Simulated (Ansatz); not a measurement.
H₆BN, charge +1, doublet, geometry from GFN2-xTB (a state made from the parent by changing its charge; the spin is typed, not shown lowest); R2SCAN/6-31G* (Ansatz, a first-principles code).

The Ansatz input:
Ansatz 0.2 input:
```yaml
crystal:
  periodic: [false, false, false]
  atoms:
    - {symbol: B, position_ang: [-0.85103693, 0.06096459, -0.05926607]}
    - {symbol: N, position_ang: [0.70400636, -0.07680200, 0.02198812]}
    - {symbol: H, position_ang: [-1.31066910, -0.65817881, -0.86241623]}
    - {symbol: H, position_ang: [-1.21010950, 1.21525847, -0.09762284]}
    - {symbol: H, position_ang: [-1.37179730, 0.05664760, 1.03233308]}
    - {symbol: H, position_ang: [0.95897137, -1.04341522, 0.24745522]}
    - {symbol: H, position_ang: [1.13876401, 0.53781366, 0.71440043]}
    - {symbol: H, position_ang: [1.12198069, 0.12466532, -0.89173616]}
basis:
  gaussian:
    orbitals: 6-31G*
hamiltonian:
  xc: r2scan
total_charge: 1
magnetization: {spin_polarized: true, initial_magnetization: 1}
```

It wrote (shortened):

```
Functional definition: r2SCAN
471 factors; integrals over basis functions are off by at most 5.3e-4 eV
mean field evaluation 1: about -2242.7146 eV, gradient 5.1e1 eV
mean field evaluation 2: about -2221.5759 eV, gradient 7.4e1 eV
mean field evaluation 4: about -2253.0120 eV, gradient 3.0e0 eV
mean field evaluation 8: about -2253.0623 eV, gradient 4.0e-2 eV
mean field evaluation 16: about -2253.0623 eV, gradient 2.5e-5 eV
mean field -2253.06231865 eV, -82.7985130298 hartree, gradient 2.5e-5 eV, S^2 0.754876; 0 other end points of the search recorded, 0 dependent functions left out
reference -2253.06232471 eV, -82.7985132524 hartree; 9, 8 occupied and 33, 34 virtual orbitals, 471 factors
Total energy: -2253.06232471 eV, -82.7985132524 hartree
```
